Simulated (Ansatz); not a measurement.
Molecule: PbI2 (charge 0, singlet). 
Structure (B3LYP-D3(BJ)/def2-TZVP (Ansatz, an electronic-structure program) minimum search):
SMILES: [I][Pb][I]
```xyz
3

Pb    -0.0030    -0.0135     1.0149
I      1.1203    -1.8760    -0.8069
I     -1.1156     1.8970    -0.7633
```
Charge 0, spin multiplicity 1.

Basis-set convergence of Hartree-Fock and CCSD correlation energies (hartree) with Ansatz. Correlated levels leave the core frozen unless marked. Spin-orbit coupling is left out. The frozen core is the preceding noble-gas configuration, with the filled d and f shells of earlier blocks. In def2 rows, elements after Kr have scalar-relativistic effective core potentials.

```tsv
basis	functions	E(HF)	E(corr, CCSD)
def2-SVPD	102	-785.26593	-0.28439
def2-TZVPPD	174	…	…
```

Some entries are withheld; supply them.


- def2-TZVPPD, E(HF): -785.28703
- def2-TZVPPD, E(corr, CCSD): -0.37277
